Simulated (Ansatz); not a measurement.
Ansatz (a first-principles code) input (HF/6-31G*):

Ansatz 0.2 input:
```yaml
crystal:
  periodic: [false, false, false]
  atoms:
    - {symbol: C, position_ang: [-1.04636263, 0.15226328, -0.17755388]}
    - {symbol: S, position_ang: [0.51221703, -0.03189387, 0.05892160]}
    - {symbol: H, position_ang: [-1.91729679, -0.40327785, 0.12257774]}
basis:
  gaussian:
    orbitals: 6-31G*
hamiltonian:
  xc: {name: HF}
magnetization: {spin_polarized: true, initial_magnetization: 1}
phonons: {temperatures: {t_min: 298.15, t_max: 298.15, t_step: 100}}
```

Output:

```
Functional definition: HF
integrals: 0.00 GiB planned
368 factors; integrals over basis functions are off by at most 3.9e-4 eV
mean field: 0.06 GiB planned
mean field evaluation 1: about -11860.1399 eV, gradient 8.4e0 eV
mean field evaluation 2: about -11860.1449 eV, gradient 8.4e0 eV
mean field evaluation 4: about -11860.7755 eV, gradient 2.3e0 eV
mean field evaluation 8: about -11860.8576 eV, gradient 4.0e-1 eV
mean field evaluation 16: about -11860.9805 eV, gradient 4.4e-4 eV
mean field evaluation 32: about -11860.2550 eV, gradient 4.9e-1 eV
mean field evaluation 64: about -11860.8515 eV, gradient 4.0e-1 eV
mean field -11860.98050496 eV, -435.8829938961 hartree, gradient 2.5e-5 eV, S^2 1.072595; 2 other end points of the search recorded, 0 dependent functions left out
the calculation of the forces begins
reference -11860.98050496 eV, -435.8829938961 hartree; 12, 11 occupied and 24, 25 virtual orbitals, 368 factors
these checks for a lower state are left out or cut short: stability, starts, cluster_reference, orbital_swaps, neighbouring_geometries, increment
integrals: 0.00 GiB planned
368 factors; integrals over basis functions are off by at most 3.9e-4 eV
mean field: 0.06 GiB planned
mean field -11860.98044409 eV, -435.8829916592 hartree, gradient 1.2e-6 eV, S^2 1.073638; 0 other end points of the search recorded, 0 dependent functions left out
the calculation of the forces begins
reference -11860.98044409 eV, -435.8829916592 hartree; 12, 11 occupied and 24, 25 virtual orbitals, 368 factors
these checks for a lower state are left out or cut short: stability, starts, cluster_reference, orbital_swaps, neighbouring_geometries, increment
integrals: 0.00 GiB planned
368 factors; integrals over basis functions are off by at most 3.9e-4 eV
mean field: 0.06 GiB planned
mean field -11860.98044427 eV, -435.8829916656 hartree, gradient 1.7e-6 eV, S^2 1.071559; 0 other end points of the search recorded, 0 dependent functions left out
the calculation of the forces begins
reference -11860.98044427 eV, -435.8829916656 hartree; 12, 11 occupied and 24, 25 virtual orbitals, 368 factors
these checks for a lower state are left out or cut short: stability, starts, cluster_reference, orbital_swaps, neighbouring_geometries, increment
integrals: 0.00 GiB planned
368 factors; integrals over basis functions are off by at most 3.9e-4 eV
mean field: 0.06 GiB planned
mean field -11860.98041208 eV, -435.8829904827 hartree, gradient 1.7e-6 eV, S^2 1.068395; 0 other end points of the search recorded, 0 dependent functions left out
the calculation of the forces begins
reference -11860.98041208 eV, -435.8829904827 hartree; 12, 11 occupied and 24, 25 virtual orbitals, 368 factors
these checks for a lower state are left out or cut short: stability, starts, cluster_reference, orbital_swaps, neighbouring_geometries, increment
integrals: 0.00 GiB planned
368 factors; integrals over basis functions are off by at most 3.9e-4 eV
mean field: 0.06 GiB planned
mean field evaluation 96: about -11860.9804 eV, gradient 2.8e-4 eV
mean field -11860.98041253 eV, -435.8829904994 hartree, gradient 9.8e-7 eV, S^2 1.076789; 0 other end points of the search recorded, 0 dependent functions left out
the calculation of the forces begins
reference -11860.98041253 eV, -435.8829904994 hartree; 12, 11 occupied and 24, 25 virtual orbitals, 368 factors
these checks for a lower state are left out or cut short: stability, starts, cluster_reference, orbital_swaps, neighbouring_geometries, increment
integrals: 0.00 GiB planned
368 factors; integrals over basis functions are off by at most 3.9e-4 eV
mean field: 0.06 GiB planned
mean field -11860.98049822 eV, -435.8829936481 hartree, gradient 1.1e-6 eV, S^2 1.071517; 0 other end points of the search recorded, 0 dependent functions left out
the calculation of the forces begins
reference -11860.98049822 eV, -435.8829936481 hartree; 12, 11 occupied and 24, 25 virtual orbitals, 368 factors
these checks for a lower state are left out or cut short: stability, starts, cluster_reference, orbital_swaps, neighbouring_geometries, increment
integrals: 0.00 GiB planned
368 factors; integrals over basis functions are off by at most 3.9e-4 eV
mean field: 0.06 GiB planned
mean field -11860.98049821 eV, -435.8829936477 hartree, gradient 2.6e-6 eV, S^2 1.073681; 0 other end points of the search recorded, 0 dependent functions left out
the calculation of the forces begins
reference -11860.98049821 eV, -435.8829936477 hartree; 12, 11 occupied and 24, 25 virtual orbitals, 368 factors
these checks for a lower state are left out or cut short: stability, starts, cluster_reference, orbital_swaps, neighbouring_geometries, increment
integrals: 0.00 GiB planned
368 factors; integrals over basis functions are off by at most 3.9e-4 eV
mean field: 0.06 GiB planned
mean field -11860.98045045 eV, -435.8829918926 hartree, gradient 1.2e-6 eV, S^2 1.076703; 0 other end points of the search recorded, 0 dependent functions left out
the calculation of the forces begins
reference -11860.98045045 eV, -435.8829918926 hartree; 12, 11 occupied and 24, 25 virtual orbitals, 368 factors
these checks for a lower state are left out or cut short: stability, starts, cluster_reference, orbital_swaps, neighbouring_geometries, increment
integrals: 0.00 GiB planned
368 factors; integrals over basis functions are off by at most 3.9e-4 eV
mean field: 0.06 GiB planned
mean field evaluation 128: about -11860.9805 eV, gradient 1.4e-6 eV
mean field -11860.98045022 eV, -435.8829918842 hartree, gradient 1.4e-6 eV, S^2 1.068480; 0 other end points of the search recorded, 0 dependent functions left out
the calculation of the forces begins
reference -11860.98045022 eV, -435.8829918842 hartree; 12, 11 occupied and 24, 25 virtual orbitals, 368 factors
these checks for a lower state are left out or cut short: stability, starts, cluster_reference, orbital_swaps, neighbouring_geometries, increment
integrals: 0.00 GiB planned
368 factors; integrals over basis functions are off by at most 3.9e-4 eV
mean field: 0.06 GiB planned
mean field -11860.98045889 eV, -435.8829922029 hartree, gradient 2.6e-6 eV, S^2 1.072636; 0 other end points of the search recorded, 0 dependent functions left out
the calculation of the forces begins
reference -11860.98045889 eV, -435.8829922029 hartree; 12, 11 occupied and 24, 25 virtual orbitals, 368 factors
these checks for a lower state are left out or cut short: stability, starts, cluster_reference, orbital_swaps, neighbouring_geometries, increment
integrals: 0.00 GiB planned
368 factors; integrals over basis functions are off by at most 3.9e-4 eV
mean field: 0.06 GiB planned
mean field -11860.98045875 eV, -435.8829921978 hartree, gradient 2.8e-6 eV, S^2 1.072553; 0 other end points of the search recorded, 0 dependent functions left out
the calculation of the forces begins
reference -11860.98045875 eV, -435.8829921978 hartree; 12, 11 occupied and 24, 25 virtual orbitals, 368 factors
these checks for a lower state are left out or cut short: stability, starts, cluster_reference, orbital_swaps, neighbouring_geometries, increment
integrals: 0.00 GiB planned
368 factors; integrals over basis functions are off by at most 3.9e-4 eV
mean field: 0.06 GiB planned
mean field -11860.98046254 eV, -435.8829923371 hartree, gradient 8.6e-7 eV, S^2 1.072681; 0 other end points of the search recorded, 0 dependent functions left out
the calculation of the forces begins
reference -11860.98046254 eV, -435.8829923371 hartree; 12, 11 occupied and 24, 25 virtual orbitals, 368 factors
these checks for a lower state are left out or cut short: stability, starts, cluster_reference, orbital_swaps, neighbouring_geometries, increment
integrals: 0.00 GiB planned
368 factors; integrals over basis functions are off by at most 3.9e-4 eV
mean field: 0.06 GiB planned
mean field -11860.98046231 eV, -435.8829923287 hartree, gradient 1.2e-6 eV, S^2 1.072509; 0 other end points of the search recorded, 0 dependent functions left out
the calculation of the forces begins
reference -11860.98046231 eV, -435.8829923287 hartree; 12, 11 occupied and 24, 25 virtual orbitals, 368 factors
Total energy: -11860.98050496 eV, -435.8829938961 hartree
Atom 0 at    -1.046363     0.152263    -0.177554 Å, force    -0.000064    -0.000025     0.000012 eV/Å
Atom 1 at     0.512217    -0.031894     0.058922 Å, force    -0.000008    -0.000007     0.000004 eV/Å
Atom 2 at    -1.917297    -0.403278     0.122578 Å, force     0.000072     0.000032    -0.000016 eV/Å
Dipole moment:    -0.263261    -0.107615     0.051128 e Å
Vibrations: 986.70 1031.29 3374.67 cm⁻¹, zero-point energy 0.334302 eV
```

The blocks after the first are displaced geometries, from whose forces the wavenumbers follow.

The determinant is spin-contaminated: <S^2> is 1.07 against 0.75 for a pure state.
